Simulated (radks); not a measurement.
Values are calculated unless marked as measured or tabulated.
Valence configurations of the mercury ion Hg2+ (all share [Xe]). Level of theory: scalar-relativistic Kohn-Sham, r2SCAN, spin-polarised, spherical densities, finite nucleus; open shells are filled with parallel spins first (spin-orbit coupling, left out, can overturn this in heavy ions); meta-GGA in the generalised Kohn-Sham scheme; Fermi nuclear charge, rms radius 5.4648 fm (a radial shooting solver on a logarithmic mesh with Libxc functionals). Energies are relative to 4f14 5d10; eigenvalues in eV for spin up.

valence            E (eV)  moment (Bohr magnetons)    e(4f)    e(5d)    e(6p)    e(6s)
4f14 5d10           0.000                        0  -116.02  -29.048        -        -
4f13 5d10 6s1      99.552                        2  -133.45  -33.896        -  -25.759
4f14 5d9 6p1       15.432                        2  -122.04  -34.058  -16.930        -
4f13.5 5d10 6s0.5  48.178                        1  -124.64  -31.450        -  -24.300
4f13 5d10 6p1      109.12                        2  -135.20  -35.394  -17.022        -
4f12.5 5d10 6s1.5  155.12                        2  -142.50  -36.275        -  -26.398
4f14 5d9.5 6p0.5    7.583                        1  -119.05  -31.584  -15.626        -
4f14 5d8 6p2       32.092                        4  -128.01  -38.886  -19.266        -
4f14 5d9 6s1        5.905                        2  -120.32  -32.602        -  -25.641
4f13 5d9 6s1 6p1   117.57                        4  -139.68  -38.985  -18.579  -29.027

NIST lists [Xe] 4f14 5d10 as the ground configuration; this level of theory agrees among the configurations tried. The energies are those of spherical high-spin densities, not of single terms.
